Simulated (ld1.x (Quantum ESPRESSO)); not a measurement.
**Transferability test, TM potential for Os (Z = 76)**

Os, norm-conserving Troullier–Martins (Kleinman–Bylander form), made with ld1.x (Quantum ESPRESSO) 7.5 (LDA (PZ), scalar-relativistic). Core [Kr] 4d10 4f14, reference 5s2 5p6 5d6 6s2 6p0. Waves: 5p (bound): rc 1.75 bohr; 5d (bound): rc 1.95 bohr; 5s (bound): rc 1.75 bohr. Local part: the s channel. Core correction: a·sin(br)/r model core inside 1.15 bohr.

Occupied shells without a wave of their own: 6s. They enter only through the test configuration that unscreens the potential, and ld1.x also counts them in the model core charge.

Energies are relative to the spin-unpolarised reference configuration 5s2 5p6 5d6 6s2 6p0; without spin polarisation the order of configurations can differ from experiment. Spin-polarised rows fill each open shell by Hund’s rule, majority spin first. Not all tests gave a result: 2 of 9 tests not solved or not reliable (1 of them converged, to errors over 20 eV). Left out of the table: 5s2 5p6 5d5 6s2 6p0 (converged, but collapsed or in another state, printed error +26.3 eV); 5s2 5p6 5d6 6s2 6p0 (spin-polarised) (solver errors, printed error -2540 eV). The frozen-core shift is the all-electron ΔE with the core orbitals held at their reference shape minus the fully relaxed ΔE.

ld1.x takes every shell without a wave as core, so the model core holds the 6s electrons as well and exchange and correlation see them twice. This cancels in the reference configuration, but the file is broken for other ones, and its errors say nothing about a proper core correction.

```json
{"valence configuration": "5s2 5p6 5d6 6s1 6p0", "charge": "+1", "ΔE all-electron (eV)": "9.864", "error AE − PS (meV)": "+5064", "frozen-core shift (meV)": "+3.3"}
{"valence configuration": "5s2 5p6 5d6 6s0 6p0", "charge": "+2", "ΔE all-electron (eV)": "27.147", "error AE − PS (meV)": "+13399", "frozen-core shift (meV)": "+8.5"}
{"valence configuration": "5s2 5p6 5d5 6s0 6p0", "charge": "+3", "ΔE all-electron (eV)": "56.302", "error AE − PS (meV)": "+8567", "frozen-core shift (meV)": "+17"}
{"valence configuration": "5s2 5p6 5d6 6s0 6p2", "charge": "0", "ΔE all-electron (eV)": "10.630", "error AE − PS (meV)": "+16171", "frozen-core shift (meV)": "+2.2"}
{"valence configuration": "5s2 5p6 5d4 6s0 6p0", "charge": "+4", "ΔE all-electron (eV)": "98.096", "error AE − PS (meV)": "+3020", "frozen-core shift (meV)": "+52"}
{"valence configuration": "5s2 5p6 5d6 6s0 6p1", "charge": "+1", "ΔE all-electron (eV)": "16.111", "error AE − PS (meV)": "+15171", "frozen-core shift (meV)": "+4.2"}
{"valence configuration": "5s2 5p6 5d6 6s1 6p0 (spin-polarised)", "charge": "+1", "ΔE all-electron (eV)": "6.898", "error AE − PS (meV)": "+4612", "frozen-core shift (meV)": "+14"}
```

Levels in the configuration 5s2 5p6 5d6 6s0 6p1:

```csv
level,all-electron (eV),pseudo (eV)
5s,-101.543,-107.526
5p,-60.768,-65.865
5d,-15.823,-19.540
6p,-8.160,-9.513
```

These tests converged, but a pseudo level misses the all-electron one widely, so the file describes the atom poorly there or has found another state: 5s2 5p6 5d6 6s1 6p0: 5s by 9.5 eV; 5s2 5p6 5d6 6s0 6p0: 5p by 5.8 eV; 5s2 5p6 5d5 6s0 6p0: 5p by 6.6 eV; 5s2 5p6 5d6 6s0 6p2: 5p by 4.3 eV; 5s2 5p6 5d4 6s0 6p0: 5p by 7.3 eV (a node warning on the way); 5s2 5p6 5d6 6s0 6p1: 5p by 5.1 eV.

A Bessel basis up to 400 Ry misses an occupied level by 0.61 Ry, so cutoffs and ghosts were not judged. The potential misses its own reference levels by up to 12.3 eV, so it is not fit for use.
